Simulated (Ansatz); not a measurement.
C3H6BrF, SMILES `CC(F)CBr`. Total charge 0; spin multiplicity 1. All single points use the PBE0-D4/def2-TZVP geometry. It is one conformer, not always the lowest.

```xyz
11

C    -0.310    0.255   -1.287
C    -0.193   -0.528    0.000
F     0.622   -1.626   -0.223
C     0.402    0.308    1.103
Br    0.413   -0.616    2.807
H    -1.008    1.086   -1.169
H    -0.679   -0.395   -2.081
H     0.662    0.653   -1.587
H    -1.169   -0.916    0.309
H    -0.177    1.217    1.250
H     1.437    0.561    0.879
```

(1) What is the dipole moment at B3LYP/def2-TZVPP? (Best estimate.)

(2) And with PBE, r2SCAN, ωB97M-V? (Best estimate.)

(3) Give the Mulliken charges with B3LYP, ωB97M-V, PBE in def2-TZVPP. (Estimate.)

## Answers

(1) Computed: 2.97 D, with components (-1.04, 2.24, -1.64) D in this frame, pointing from negative to positive charge.

(2) The calculation gave: PBE 2.85 D, r2SCAN 3.01 D, ωB97M-V 2.96 D.

(3) The calculation gave: 
| atom | B3LYP | ωB97M-V | PBE |
| --- | --- | --- | --- |
| C1 | -0.26 | -0.31 | -0.26 |
| C2 | 0.21 | 0.14 | 0.17 |
| F3 | -0.25 | -0.23 | -0.20 |
| C4 | -0.15 | -0.22 | -0.15 |
| Br5 | -0.12 | -0.09 | -0.12 |
| H6 | 0.08 | 0.10 | 0.08 |
| H7 | 0.10 | 0.12 | 0.10 |
| H8 | 0.09 | 0.11 | 0.09 |
| H9 | 0.06 | 0.09 | 0.05 |
| H10 | 0.12 | 0.14 | 0.12 |
| H11 | 0.13 | 0.15 | 0.12 |

B3LYP here is the variant with VWN-RPA as its local correlation; programs differ in this.
